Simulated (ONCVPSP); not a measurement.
**Ranking ONCV potentials for Be**

All share these settings but for the change named:

```json
{"Element": "beryllium (Be)", "Generator": "ONCVPSP 4.0.1", "Type": "optimised norm-conserving Vanderbilt (ONCV)", "Functional": "LDA (Perdew-Wang 92)", "Relativity": "scalar-relativistic", "Frozen core": "[He]", "Valence charge": "2", "Reference configuration": "2s2", "Partial waves": "2s: rc 2.00 bohr, ncon 4, nbas 8, qcut 3.9 1/bohr, 2 projectors, debl 3 Ha; p scattering state at 0.14 Ha: rc 1.75 bohr, ncon 3, nbas 7, qcut 4.8 1/bohr, 1 projector; d scattering state at 0.2 Ha: rc 1.70 bohr, ncon 3, nbas 7, qcut 6.3 1/bohr, 2 projectors, debl 2.8 Ha", "Local potential": "polynomial inside 1.65 bohr (lpopt 2, dvloc0 0 Ha)", "Core correction": "none"}
```

In the p channel the program set the typed energies aside and used 0.050 Ha.

Cutoff: the first of the cutoffs (Ha) at which the residual kinetic energy of the hardest occupied pseudo-wave falls to 1 and 0.1 mHa per electron; the density cutoff is not measured.

The base gives 5 Ha.

Of 11 variants that were run, those that failed, showed a ghost or another fault, or gave nearly equal values are left out.

A variant can come out equal or close to the base.

Task: Rank these variants from softest to hardest (loose cutoff).
A. s: rc 1.52; local potential polynomial inside 1.52 bohr (lpopt 2, dvloc0 0 Ha)
B. p: qcut 4.9
C. s: qcut 2.6; p: qcut 3.2; d: qcut 4.2

Result: B (5 Ha), A (6 Ha), C (8 Ha).
